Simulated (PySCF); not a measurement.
# Electric field gradients and quadrupole coupling constants

Compound: 2,3-difluorobenzoyl chloride, C₇H₃ClF₂O.
Atom-mapped SMILES: `[O:1]=[C:2]([Cl:3])[c:4]1[cH:5][cH:6][cH:7][c:8]([F:9])[c:10]1[F:11]` (hydrogens: H12 on C5; H13 on C6; H14 on C7)

Field gradients from the PBE0/pcSseg-1 density (PySCF, non-relativistic), principal values in atomic units, ordered |Vxx| ≤ |Vyy| ≤ |Vzz|:

```csv
atom,Vxx,Vyy,Vzz
O1,0.5132,1.1139,-1.6271
Cl3,-1.1192,-2.3564,3.4756
```

Problem. Find the asymmetry η = (Vxx − Vyy)/Vzz and the couplings χ = eQV/h (234.96 MHz × Q in barn × V in au), with Q(17O) = −0.0256 b, Q(35Cl) = −0.0817 b.

Solution. 
```csv
atom,environment,nucleus,η,χzz (MHz),χxx (MHz),χyy (MHz)
O1,carbonyl oxygen,17O,0.37,9.79,-3.09,-6.70
Cl3,chlorine bonded to C,35Cl,0.36,-66.72,21.48,45.23
```

Problem. What is Vzz at O1 in SI units (1 au = 9.71736 × 10²¹ V/m²)?

Solution. -1.6271 au = -15.811 × 10²¹ V/m².

Problem. And the gradient at the other heavy atoms, for which no coupling is worked out here?

Solution. 
| atom | environment | Vzz (au) | η |
| --- | --- | --- | --- |
| C2 | acyl halide carbon | -0.409 | 0.66 |
| C4 | substituted aromatic carbon | -0.154 | 0.90 |
| C5 | aromatic CH carbon | 0.354 | 0.29 |
| C6 | aromatic CH carbon | 0.306 | 0.11 |
| C7 | aromatic CH carbon | 0.317 | 0.25 |
| C8 | aromatic C–F carbon | -0.400 | 0.95 |
| F9 | aryl fluorine | 3.080 | 0.11 |
| C10 | aromatic C–F carbon | -0.398 | 0.79 |
| F11 | aryl fluorine | 3.089 | 0.18 |

Were the hydrogens deuterons (Q(2H) = 0.00286 b), χzz would run from 214 kHz (H12) to 220 kHz (H13 and H14).

Isolated species at its GFN2-xTB geometry (one conformer only). GFN2-xTB frequencies show an imaginary mode (30i cm⁻¹), so this geometry is no minimum at that level. GFN2-xTB bond lengths can be off by several hundredths of an ångström, more for odd bonds, and the gradients follow them. The small basis limits the accuracy of the gradients.

The values belong to the conformer `[O:1]=[C:2]([Cl:3])[c:4]1[cH:5][cH:6][cH:7][c:8]([F:9])[c:10]1[F:11]`: O1–C2–C4–C5 0°.
